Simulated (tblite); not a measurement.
C₃H₁₃GeNSi.
Geometry (GFN2-xTB, Å), atoms numbered from 1 in this order:
```xyz
19
C3H13GeNSi angstrom
C     -1.9520    1.1651    0.1058
C     -1.2777   -0.1620    0.4541
C     -2.0156   -1.3344   -0.1894
N      0.1082   -0.1764    0.0470
Si     1.4009    0.3311    1.0423
Ge     3.3393   -0.0040   -0.1963
H     -1.9514    1.3152   -0.9724
H     -1.4153    1.9882    0.5710
H     -2.9807    1.1737    0.4562
H     -1.2822   -0.2857    1.5416
H     -2.0350   -1.2172   -1.2713
H     -3.0387   -1.3867    0.1731
H     -1.5100   -2.2666    0.0489
H      0.2014   -0.1068   -0.9565
H      1.3533   -0.5083    2.2444
H      1.3386    1.7317    1.5064
H      3.4001    0.6244   -1.5624
H      4.5678    0.5496    0.4625
H      3.7392   -1.4218   -0.4821
```

Level: GFN2-xTB in tblite, geometry and Hessian alike; calculated harmonic values, unscaled, isolated species. Against measured fundamentals such values can be off by several per cent, at times by over 20. Modes of hydrogen on germanium and silicon can be 10 to 20 % off. One conformer, not necessarily the lowest. The optimisation stopped once no atom felt more than 0.01 eV/Å.

Lowest wavenumbers of the output (negative numbers stand for imaginary wavenumbers):
```
mode    cm-1
  1     -28.1
  2      39.8
  3      64.7
  4      82.1
  5     189.1
  6     194.1
  7     234.2
  8     325.8
  9     345.3
 10     368.0
 11     371.0
 12     411.5
 13     448.4
 14     488.2
 15     497.7
```

Q: Is this structure a minimum?

A: Not by this Hessian. 1 mode is imaginary beyond 20i (28i cm⁻¹), so at this level the point lies at or near a first-order saddle. The curvature is small, so loose convergence or finite differences may be the whole cause.

Q: Which atoms move in the imaginary mode?

A: 28i: H18 (Ge–H hydrogen) 33 %, H17 (Ge–H hydrogen) 32 %, H19 (Ge–H hydrogen) 32 %. These are shares of the mass-weighted motion.

Q: What is the remedy?

A: Step along that mode in both directions, optimise again with tighter thresholds and repeat the frequencies. The zero-point energy of this point (92.4 kcal/mol) counts the 50 real modes alone, and thermal corrections from it aren't those of a minimum.
